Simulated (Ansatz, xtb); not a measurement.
## CH2BrF3Si: which of two conformers lies lower

Structure I is `FC[Si](F)(F)Br`, a singlet and structure II is `FC[Si](F)(F)Br`, a singlet. Both are isolated molecules in the gas phase, relaxed with PBE0-D3(BJ)/def2-SVP.

I (Å):

```yaml
atoms:
  - { symbol: C, position_ang: [-0.9380, -2.0140, 1.2886] }
  - { symbol: Br, position_ang: [-1.9078, 0.8260, -0.2509] }
  - { symbol: F, position_ang: [-1.9206, -1.7872, 2.2190] }
  - { symbol: F, position_ang: [0.7775, -0.7376, -0.5454] }
  - { symbol: F, position_ang: [0.4583, 0.4587, 1.7222] }
  - { symbol: Si, position_ang: [-0.3049, -0.3936, 0.5944] }
  - { symbol: H, position_ang: [-1.3342, -2.6410, 0.4700] }
  - { symbol: H, position_ang: [-0.1025, -2.5680, 1.7540] }
```

II (Å):

```xyz
8

C     0.8900   -1.4213   -0.0948
Br   -0.2491    0.0675   -2.8321
F     1.1377   -1.3849    1.2545
F    -1.2613    0.4752    0.0851
F     1.0876    1.4320   -0.3720
Si    0.1228    0.1850   -0.6751
H     0.2096   -2.2590   -0.3312
H     1.8305   -1.5988   -0.6466
```

Energies in hartree; the thermal terms are from PBE0-D3(BJ)/def2-SVP harmonic frequencies (ideal gas, rigid rotor, one conformer each, 298.15 K, 1 atm) and include the zero-point energy:

|  | I | II |
| --- | --- | --- |
| E, CCSD(T)/def2-SVP | −3199.236311 | −3199.236300 |
| E, MP2/def2-SVP | −3199.193216 | −3199.193295 |
| E, MP2/def2-TZVPP | −3200.347304 | −3200.347622 |
| zero-point energy | 0.037831 | 0.037832 |
| H(298 K) − E | 0.046172 | 0.046178 |
| G(298 K) − E | 0.003896 | 0.004003 |

Question: Correct the CCSD(T) difference for the basis set by the MP2 change, then work out ΔE, ΔE₀, ΔH and ΔG for I → II in kcal/mol (1 Eh = 627.51 kcal/mol) and the equilibrium ratio [II]/[I].

Answer: 1. Differences II − I: CCSD(T) +0.000011, MP2 in the small set −0.000079, MP2 in the large set −0.000318 Eh.
2. ΔE = +0.000011 + (−0.000318 − (−0.000079)) = −0.000228 Eh = −0.14 kcal/mol.
3. ΔE₀ = ΔE + ΔZPE = −0.000228 + (+0.000001) Eh = −0.14 kcal/mol.
4. ΔH = ΔE + (+0.000006) Eh = −0.14 kcal/mol.
5. ΔG = ΔE + (+0.000107) Eh = −0.08 kcal/mol, so ΔS = (ΔH − ΔG)/T = −0.9 J/(mol K).
6. kT = 0.9442 mEh, so K = [II]/[I] = exp(−ΔG/kT) = exp(+0.13) ≈ 1.1.

The two are too close for this level to say which is favoured. An error of 1 kcal/mol in ΔG would change K by a factor of 5.4. Mirror images and further conformers aren't counted.

Other levels gave ΔE = 0.0 (PBE0-D3(BJ)/def2-SVP); +0.1 (HF/def2-SVP); 0.0 (MP2/def2-SVP); 0.0 (CCSD(T)/def2-SVP) kcal/mol. The correlated steps freeze 18 core orbitals; the filled d shell of Br is correlated, in a basis made for valence electrons. Programs: Ansatz 0.2.0.
